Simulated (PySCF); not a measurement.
# W: ionisation energy

W [Xe] 4f14 5d4 6s2 (5D) → W⁺ [Xe] 4f14 5d4 6s1 (6D), as a difference of total energies. All numbers are calculated (PySCF 2.14, a scalar-relativistic core potential, in def2-TZVP with the def2 core potential (60 electrons)). Correlated levels: valence: 5s2 5p6 frozen. The calculations carry no spin-orbit coupling.

```tsv
method	ionisation energy (eV)	error (eV)
UHF	5.875	-1.950
B3LYP	7.762	-0.063
M06-2X	8.160	+0.335
MP2 (valence)	6.966	-0.859
SCS-MP2 (valence)	7.181	-0.644
```

Reference: 7.825 eV (measured; NIST levels, between the centres of gravity of the two terms).

Errors of the correlated levels include the incompleteness of this basis and the frozen core.

MP2 underrates the near-degeneracy of ns² with np² in the lower species.
